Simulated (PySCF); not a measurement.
Excitation energy of I by level of theory

I [Kr] 4d10 5s2 5p5 (2P) → I [Kr] 4d10 5s2 5p4 5d1 (high-spin determinant), as a difference of total energies. Calculation: PySCF 2.14, in aug-cc-pVTZ-PP with ECP28MDF (6s5p4d2f, 55 functions); a scalar-relativistic core potential. Correlated levels: valence: 4s2 4p6 4d10 frozen. The calculations carry no spin-orbit coupling.

| method | excitation energy (cm⁻¹) |
| --- | --- |
| UHF | 65085 |
| LDA | 69737 |
| PBE | 67290 |
| PBE0 | 68164 |
| r2SCAN | 68710 |
| B2PLYP | 69827 |
| BP86 | 67848 |
| M06 | 68421 |
| wB97X | 72881 |
| MP2 (valence) | 69297 |
| SCS-MP2 (valence) | 70040 |

The promoted electron is Rydberg-like, and one or two diffuse shells describe it only roughly, which tends to raise the upper state.

In the upper state the promoted electron has a positive orbital energy at LDA, PBE, r2SCAN, BP86, so the basis confines it.

The determinant of the upper state mixes LS terms, which raises its energy above the lowest term, most at the Hartree-Fock and MP2 levels.
